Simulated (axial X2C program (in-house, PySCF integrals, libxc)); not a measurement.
## Worked dissociation energy of ScF⁻: HF, without spin–orbit coupling

Calculated with an in-house relativistic program for diatomic molecules. Spin-free means the one-electron spin-free X2C Hamiltonian. Basis: Sc dyall-acv3z [11s12p8d5f2g], F dyall-av3z [7s6p3d2f] (cores contracted in-house); Gaussian nuclei, density fitting, unrestricted open shells. Masses: Sc 44.956 u, F 18.998 u.

Molecular state: M_S = 1/2, Λ = 2 (beyond evenly filled blocks: δ+α).

- E(Sc) (2M_S = 1, M_L = 0): -763.296684 hartree
- E(F-) (2M_S = 0, M_L = 0): -99.546038 hartree
- E(ScF⁻) at Re: -862.973446 hartree
- ωe: 560.3 cm⁻¹
- ωexe: 3.42 cm⁻¹

Q: Work out De and D0.

A: De = -763.296684 + (-99.546038) − (-862.973446) = 0.13072 hartree = 3.557 eV. The zero-point energy is ωe/2 − ωexe/4 = 279 cm⁻¹ = 0.035 eV, so D0 = 3.523 eV.

One determinant describes the state; a PBE0 search over occupations chose it and may have missed a lower one. Dissociation energies refer to the lowest single-determinant-based atoms at the same level and basis. Other states lie close and PBE0, whose exact exchange favours high spin, may order them wrongly; the determinant shown need not be the ground state. The nearest other spin-free determinant of the search, M_S = 1/2, Λ = 1, lies 0.33 eV up at the distance of the search. The determinant is spin-polarised beyond a pure state at some levels (its spin-free form has ⟨S²⟩ too high), which makes Re and μ there less reliable. Hartree–Fock gets electron affinities wrong, so its lowest charge split need not be the true one.

Hartree–Fock lacks correlation and underbinds, often by eV.

Each atomic determinant is the lowest at this level and need not be a pure term. Totals compare only within one Hamiltonian and basis.
